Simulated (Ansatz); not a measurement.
`O[SiH]1NP1`, 8 atoms. Total charge 0; spin multiplicity 1. All runs use 2 threads of an Arm Neoverse V1 on a shared host. Correlated methods freeze the cores.

(1) How many basis functions does each run have, and how long does it take in Ansatz? RHF-MP2/def2-QZVPP energy; RKS B3LYP-D4/def2-TZVPP energy and forces; RKS PBE-D4/def2-TZVPP energy and forces; RKS PBE0-D4/def2-QZVPP energy; RKS PBE0-D4/def2-SVP energy; RHF-CCSD(T)/def2-TZVPP energy; RKS r2SCANh-D4/def2-TZVPP energy; RKS PBE0-D4/def2-TZVP relaxation (12 steps); direct RPA on PBE orbitals/def2-TZVPP energy; RKS ωB97M-V/def2-TZVPP energy and forces; RKS ωB97M-V/def2-SVP energy; RHF-CCSD(T)/def2-SVP energy. (Estimate.)

Answers

(1) Computed: Other jobs shared the machine, so times are rough.

```json
{"level": "RKS PBE0-D4/def2-SVP", "job": "energy", "functions": "84", "wall time": "1.3 s", "peak host memory (GiB)": "0.38"}
{"level": "RHF-CCSD(T)/def2-SVP", "job": "energy", "functions": "84", "wall time": "2.5 s", "peak host memory (GiB)": "0.38"}
{"level": "RKS PBE-D4/def2-TZVPP", "job": "energy and forces", "functions": "202", "wall time": "2.8 s", "peak host memory (GiB)": "0.23"}
{"level": "RKS B3LYP-D4/def2-TZVPP", "job": "energy and forces", "functions": "202", "wall time": "5.5 s", "peak host memory (GiB)": "0.47"}
{"level": "direct RPA on PBE orbitals/def2-TZVPP", "job": "energy", "functions": "202", "wall time": "6 s", "peak host memory (GiB)": "0.41"}
{"level": "RKS r2SCANh-D4/def2-TZVPP", "job": "energy", "functions": "202", "wall time": "6.5 s", "peak host memory (GiB)": "0.43"}
{"level": "RKS ωB97M-V/def2-SVP", "job": "energy", "functions": "84", "wall time": "6.5 s", "peak host memory (GiB)": "0.38"}
{"level": "RKS PBE0-D4/def2-QZVPP", "job": "energy", "functions": "374", "wall time": "9 s", "peak host memory (GiB)": "1.1"}
{"level": "RKS ωB97M-V/def2-TZVPP", "job": "energy and forces", "functions": "202", "wall time": "13 s", "peak host memory (GiB)": "0.6"}
{"level": "RHF-MP2/def2-QZVPP", "job": "energy", "functions": "374", "wall time": "19 s", "peak host memory (GiB)": "1.6"}
{"level": "RKS PBE0-D4/def2-TZVP", "job": "relaxation (12 steps)", "functions": "160", "wall time": "43 s", "peak host memory (GiB)": "0.33"}
{"level": "RHF-CCSD(T)/def2-TZVPP", "job": "energy", "functions": "202", "wall time": "66 s", "peak host memory (GiB)": "2.4"}
```

B3LYP here is the variant with VWN-RPA as its local correlation; programs differ in this.
